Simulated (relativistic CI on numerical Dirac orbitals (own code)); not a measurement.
**La XIV: sensitivity of the levels to the model**

Base calculation: Dirac-Coulomb-Breit CI, orbitals from a KLI potential per configuration, model QED, unscaled Slater integrals.

Configuration list (outside the closed core [Ar] 3d10): 4s2.4p6.4d8, 4s2.4p5.4d9, 4s2.4p6.4d7.4f, 4s.4p6.4d9, 4s2.4p6.4d7.5s, 4s2.4p5.4d8.4f, 4s2.4p6.4d7.5p, 4s2.4p6.4d6.4f.5s, 4s2.4p6.4d7.5d, 4s.4p6.4d8.4f, 4s2.4p6.4d6.5s.5p, 4s2.4p6.4d7.6s, 4s2.4p6.4d7.5f, 4s2.4p5.4d8.5s, 4s2.4p6.4d7.6p, 4s2.4p6.4d7.6d, 4s2.4p6.4d7.6f, 4s2.4p6.4d7.7p, 4s2.4p5.4d8.5d, 4s2.4p6.4d7.7f, 4p6.4d9.4f, 4p6.4d9.5p, 4p6.4d10, 4p5.4d10.4f, 4s2.4p6.4d6.5s2, 4s2.4p6.4d5.4f.5s2, 4s2.4p5.4d6.4f.5s2, 4s2.4p6.4d5.5s2.5p. Double excitations out of closed p, d and f shells are left out; levels of such configurations are missing from the list, as are those of other unlisted configurations, and high levels can miss mixing partners. These lack a partner that the ground configuration has and come out too high: 4s2.4p5.4d8.5s, 4s2.4p5.4d8.5d.

Variants: (1) Breit term removed; (2) non-relativistic limit. Shifts of the energy above 4s2.4p6.4d8 3F_4, in cm⁻¹, for the lowest level and the first level of each name with at least 55 % of one term (blank where a level changes its place among those of its configuration and J or its character, or is not in the variant):

```tsv
Level	Base	Δ(1)	Δ(2)
4s2.4p6.4d8 3F_4	0	0	0
4s2.4p6.4d8 3F_3	22871	+632	-22871
4s2.4p6.4d8 3P_0	46756	+162	-18860
4s2.4p6.4d8 3P_1	50776	+521	-22881
4s2.4p6.4d8 1G_4	55356	+692	-19453
4s2.4p6.4d8 1S_0	126748	+835	-26459
4s2.4p5.4d9 3D°_3	784153	+1819	-34397
4s2.4p5.4d9 3F°_4	784819	+1936	-32083
4s2.4p5.4d9 3P°_0	828996	+2318	-54759
4s2.4p6.4d7.4f 5G°_6	838384	+1279	-8327
4s2.4p6.4d7.4f 5G°_5	839251	+1039	-9194
4s2.4p6.4d7.4f 5G°_4	843328	+921	-13272
4s2.4p6.4d7.5s 5F_5	847611	-476	
4s2.4p6.4d7.4f 5G°_3	849926	+1106	-19870
```

At this charge energies of transitions that change n are usually good to better than 1 %, and those within a shell (Δn = 0) to a few per cent. Terms inside the open d or f shell come out 10 to 20 % too wide with unscaled integrals. Levels and lines within the n = 5 or 6 shells can be off by up to 10 % or somewhat more, and those that change n by about 2 %, since core polarisation is missing.

Ionisation energy from the two ground configurations alone: base 332.391 eV. The NIST ASD value (theoretical) is 332 eV.

LS names give the leading component of a level, which can be under half, so a name can repeat, a term be missing and a line seem to break the LS rules.
